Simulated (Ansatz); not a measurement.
BrH₃NSi (`N[SiH]Br`) radical, one more setting.

```yaml
crystal:
  periodic: [false, false, false]
  atoms:
    - {symbol: N, position_ang: [-0.583959, 0.286031, -0.638991]}
    - {symbol: Si, position_ang: [0.074956, -0.383988, 0.783044]}
    - {symbol: Br, position_ang: [1.810322, -1.718778, 0.298619]}
    - {symbol: H, position_ang: [-0.872465, 1.249429, -0.683473]}
    - {symbol: H, position_ang: [-0.953205, -0.270261, -1.391453]}
    - {symbol: H, position_ang: [0.566451, 0.773566, 1.586054]}
basis:
  gaussian: {orbitals: def2-TZVPD}
magnetization: {spin_polarized: true, initial_magnetization: 1}
hamiltonian: {xc: {name: SPW92}}
output: {forces: true}
```

```sh
$ ansatz run in.yaml --threads 2 --pin off --events-out ev --progress --plain --max-ram 31744MiB --backend cpu
```

Output, abridged:

```
Functional definition: SPW92
  name "SPW92"
  cite "Dirac, Proc. Camb. Phil. Soc. 26, 376 (1930) doi:10.1017/S0305004100016108"
  cite "Slater, Phys. Rev. 81, 385 (1951) doi:10.1103/PhysRev.81.385"
  cite "Perdew & Wang, Phys. Rev. B 45, 13244 (1992) doi:10.1103/PhysRevB.45.13244"
  exchange = slater_x
  correlation = pw_c
1027 factors; their error is unknown
mean field evaluation 1: about -79313.2850 eV, gradient 5.2e1 eV
mean field evaluation 2: about -79257.7487 eV, gradient 9.9e1 eV
mean field evaluation 4: about -79323.2093 eV, gradient 7.8e0 eV
mean field evaluation 8: about -79323.5382 eV, gradient 6.2e-2 eV
mean field evaluation 16: about -79323.5279 eV, gradient 1.2e-4 eV
mean field -79323.52785343 eV, -2915.0858811951 hartree, gradient 2.9e-5 eV, S^2 0.751119; 0 other end points of the search recorded, 0 dependent functions left out
the calculation of the forces begins
reference -79323.52790319 eV, -2915.0858830239 hartree; 30, 29 occupied and 134, 135 virtual orbitals, 1027 factors
Total energy: -79323.52790319 eV, -2915.0858830239 hartree
Atom 0 at    -0.583959     0.286031    -0.638991 Å, force     0.374517    -0.197411     0.452961 eV/Å
Atom 1 at     0.074956    -0.383988     0.783044 Å, force    -0.065019    -0.282608    -0.109990 eV/Å
Atom 2 at     1.810322    -1.718778     0.298619 Å, force    -0.069843     0.080615     0.004733 eV/Å
Atom 3 at    -0.872465     1.249429    -0.683473 Å, force    -0.143931     0.527912    -0.017367 eV/Å
Atom 4 at    -0.953205    -0.270261    -1.391453 Å, force    -0.178768    -0.314675    -0.397395 eV/Å
Atom 5 at     0.566451     0.773566     1.586054 Å, force     0.083044     0.186166     0.067058 eV/Å
Dipole moment:    -0.394070     0.335480    -0.215426 e Å
```

Hardware: 2 threads of a server CPU on a shared host. Wall time 2.3 s, peak host memory 0.35 GiB.
